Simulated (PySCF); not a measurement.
Vertical excitations of a molecule C6H6N, multiplicity 2 from TDA-PBE0/def2-SVPD run with PySCF, as energy in eV (oscillator strength): 2.34 (0.001), 3.72 (0.001), 3.88 (0.000), 3.90 (0.000), 4.55 (0.000), 4.80 (0.046), 4.92 (0.001), 5.29 (0.001), 5.42 (0.004), 5.61 (0.022). Geometry optimised at r2SCAN-D4/def2-SVP. The values are those of a single conformer.

Q: Which structure fits?
A. Nc1[c]cccc1
B. Cc1ccc[c]n1
C. Nc1cc[c]cc1
D. Nc1c[c]ccc1

A: C, Nc1cc[c]cc1
